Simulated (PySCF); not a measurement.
Worked example: oscillator strength and radiative lifetime

Si(F)2(Cl)(Me) (CH3ClF2Si), SMILES C[Si](F)(F)Cl.

Geometry: PBE0-D3(BJ)/def2-SVP.

PySCF 2.14.0 with TDA-M06-2X/def2-SVPD puts the first singlet state with f over 0.02 at 8.84 eV (vertical), with the transition dipole (-0.691, -0.416, 0.000) in atomic units.

Q: Find the oscillator strength, the wavelength and the radiative lifetime that this transition would have in vacuum if emission retraced absorption.

A: 
|μ|² = 0.6505 au, so |μ| = 2.05 D. ΔE = 8.84/27.211 = 0.3249 hartree. f = (2/3) ΔE |μ|² = 0.141 (the program prints 0.141).
λ = 1239.84/8.84 = 140 nm; ν = 71299 cm⁻¹.
Einstein's coefficient A = 0.6670 ν² f s⁻¹ (ν in cm⁻¹) = 4.8e8 s⁻¹, so τ = 1/A = 2.1 ns. This state is S1. The figure is the radiative limit of this one transition; relaxation, internal conversion, crossing to triplets and a medium change what is measured.
